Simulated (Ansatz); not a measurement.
Basis sets compared for Ga(PH3)Cl3 (GaPH3Cl3). The state is a singlet with charge 0. Geometry r2SCAN-D4/def2-SVP. Ansatz on 2 threads of AMD EPYC 7R13 on a shared host; times are rough, and most runs start from earlier orbitals.

```
atom    x (Å)    y (Å)    z (Å)
 Ga1  -1.2177  -0.1053   0.5706
  P2   1.0283   0.0834  -0.4838
  H3   2.1088  -0.5721   0.1557
  H4   1.5646   1.3865  -0.6258
  H5   1.1769  -0.4023  -1.8060
 Cl6  -0.7650   0.6844   2.5309
 Cl7  -1.5406  -2.2360   0.4186
 Cl8  -2.3554   1.1614  -0.7602
```

Binding counts from free atoms (Ga doublet, P quartet, H doublet, Cl doublet) in the same basis, without a counterpoise term.

```json
{"level": "PBE-D4/def2-SVP", "functions": "119", "energy (Eh)": "-3646.9802", "HOMO (eV)": "-6.95", "LUMO (eV)": "-1.57", "binding per atom (eV)": "2.85", "wall time": "1.6 s"}
{"level": "PBE0-D4/def2-SVP", "functions": "119", "energy (Eh)": "-3647.1741", "HOMO (eV)": "-8.43", "LUMO (eV)": "-0.62", "binding per atom (eV)": "2.83", "wall time": "2.8 s"}
```

**Question.** Estimate the rows for PBE-D4/def2-TZVP, PBE0-D4/def2-TZVP.

**Answer.** 
```json
{"level": "PBE-D4/def2-TZVP", "functions": "214", "energy (Eh)": "-3647.8275", "HOMO (eV)": "-7.25", "LUMO (eV)": "-1.91", "binding per atom (eV)": "2.84", "wall time": "3.2 s"}
{"level": "PBE0-D4/def2-TZVP", "functions": "214", "energy (Eh)": "-3648.0135", "HOMO (eV)": "-8.66", "LUMO (eV)": "-0.95", "binding per atom (eV)": "2.83", "wall time": "6.5 s"}
```
